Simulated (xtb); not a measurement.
SnHF₃, SMILES [F][SnH]([F])[F]. All values are semi-empirical tight-binding results from xtb (GFN2-xTB unless named), good for trends rather than for accurate numbers. Geometry: GFN2-xTB.

For metal compounds this method's bond lengths and energies can be far off.

Question: Estimate the properties. (Estimate from the structure and the level; the computed values follow.)

Answer: 
```
Item                                            Value
-------------------------------------  --------------
point group as xtb finds it                       C3v
orbital gap                                   4.86 eV
zero-point energy                        5.4 kcal/mol
G − E(el) at 298.15 K (modified RRHO)  -13.7 kcal/mol
```
